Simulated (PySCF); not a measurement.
Homolysis of single bonds, series SiH2(OH)-X. Isolated molecules, 0 K electronic values unless said otherwise. One relaxed conformer stands for each flexible species; it need not be the lowest. Strings in code marks are SMILES.

Computed with B3LYP-D3(BJ)/def2-TZVP // PBE0-D4/def2-TZVP (PySCF). B3LYP has the VWN-RPA correlation part, as in Gaussian. 

| species | highest occupied spin orbital (eV) |
|---|---|
| radical fragment (`F[SiH2]`) | -6.27 |
| radical fragment (`[SiH2]Cl`) | -6.24 |
| whole molecule (`O[SiH2]Br` (H–O–Si–Br torsion 59°)) | – |
| radical fragment (`N#C[SiH2]`) | -6.91 |
